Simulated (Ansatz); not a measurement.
Reaction (SMILES): [GeH2] (GeH2) (closed-shell singlet) → Ge atom + 2 H atom
B3LYP-D3(BJ)/def2-TZVP geometries, fixed; electronic energies without zero-point terms.

Basis-set convergence of the atomisation energy at r2SCAN with Ansatz (a first-principles code). Cartesian d functions, on some or all atoms, in 3-21G, 6-31G, 6-31G**; all else is spherical. The program fits the integrals of some runs and decomposes those of others, by size. Open shells are unrestricted. No added dispersion term, no relativity. Functions are those of the species that has most. Reference: the value in aug-cc-pV5Z, 139.75 kcal/mol, itself unsure by roughly 0.08 kcal/mol (its mean distance from pcseg-4, aug-pcseg-3, aug-cc-pVQZ). Deviations are taken from unrounded values.

```csv
basis,functions,atomisation energy (kcal/mol),minus reference (kcal/mol)
3-21G,27,139.32,-0.43
6-31G,33,134.73,-5.02
pcseg-1,37,138.76,-1.00
def2-SVP,42,139.15,-0.60
6-31G**,45,138.56,-1.19
aug-cc-pVDZ,54,137.78,-1.97
def2-SVPD,54,139.46,-0.29
def2-TZVPD,72,139.90,0.15
def2-TZVPPD,88,140.20,0.44
aug-pcseg-2,105,139.52,-0.24
cc-pVQZ,128,139.77,0.02
def2-QZVP,135,139.76,0.01
aug-cc-pVQZ,185,139.88,0.13
```
